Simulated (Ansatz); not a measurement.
Isolated molecules relaxed with PBE0-D4/def2-TZVP in Ansatz; ΔE leaves out vibrations. CCSD(T)/CBS is the MP2 limit (def2-TZVPP, def2-QZVPP) plus CCSD(T) − MP2 in def2-TZVPP, frozen cores. This one scheme is used for every species. Functionals use def2-TZVPP. For Ge outer-core shells are correlated without core-valence functions, which leaves a few kJ/mol of doubt a bond. Scalar relativity is left out up to krypton.

`[F][GeH]([F])[F]` + `C#N` → `N#[C][GeH]([F])[F]` + H–F  (formal exchange of groups at a Ge–F bond)

```
             level  ΔE (kJ/mol)
            PBE-D4         60.8
           BLYP-D4         66.8
           ωB97M-V         66.0
            revPBE         63.1
     HF/def2-TZVPP         77.0
    MP2/def2-TZVPP         58.2
SCS-MP2/def2-TZVPP         62.2
     HF/def2-QZVPP         79.5
```

What does CCSD(T)/CBS give? (An estimate is asked.)

The calculation gave: +59.4 kJ/mol. The listed levels differ from it by 1.4, 7.4, 6.6, 3.7, 17.6, -1.2, 2.8, 20.1 kJ/mol.

Largest T1 diagnostic among the species: 0.014.

Leaving LDA and LC-ωPBE aside and taking each functional with its dispersion term where it has one, the values, not all of them listed here, spread over 13.8 kJ/mol, from revPBE-D4 to B97M-V. At CCSD(T), def2-SVP lies +12.9 kJ/mol from the extrapolated value and def2-TZVPP +0.7 kJ/mol.
